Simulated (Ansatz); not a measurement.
Start from `N[Si]Br` and change one atom or group to get `[SiH]Br`.

Ansatz, PBE0-D4/def2-TZVP geometries, multiplicity 1. Each molecule was computed in one conformer, which needn't be the lowest.

Outer-core shells of Br are correlated without core-valence functions. Scalar relativity is left out up to krypton. Spin–orbit coupling is left out.

```csv
property,`N[Si]Br`
vertical ionisation energy (CCSD(T)/def2-TZVPP) / eV,9.29
HOMO energy (PBE/def2-TZVPP) / eV,-6.00
size of the dipole moment (ωB97M-V/def2-TZVPP) / D,2.91
HOMO energy (PBE0/def2-TZVPP) / eV,-7.08
HOMO–LUMO gap (PBE/def2-TZVPP) / eV,3.54
HOMO–LUMO gap (ωB97M-V/def2-TZVPP) / eV,9.44
```

(1) What does the change do to each property? (Estimate.)

Results:

(1) Computed: 
```
                                            property  `[SiH]Br`  shift
vertical ionisation energy (CCSD(T)/def2-TZVPP) / eV       9.33   0.04
                   HOMO energy (PBE/def2-TZVPP) / eV      -5.88   0.12
  size of the dipole moment (ωB97M-V/def2-TZVPP) / D       1.21  -1.70
                  HOMO energy (PBE0/def2-TZVPP) / eV      -6.98   0.10
                 HOMO–LUMO gap (PBE/def2-TZVPP) / eV       2.00  -1.54
             HOMO–LUMO gap (ωB97M-V/def2-TZVPP) / eV       7.95  -1.49
```

With PBE0 the HOMO rises by 0.10 eV and the LUMO falls by 1.40 eV, so the gap narrows by about 1.50 eV. PBE moves the HOMO by 0.12 eV and ωB97M-V by 0.10 eV. The zero-point energy changes by -53.1 kJ/mol with -6 modes. Dipoles are sizes alone; their direction can turn.
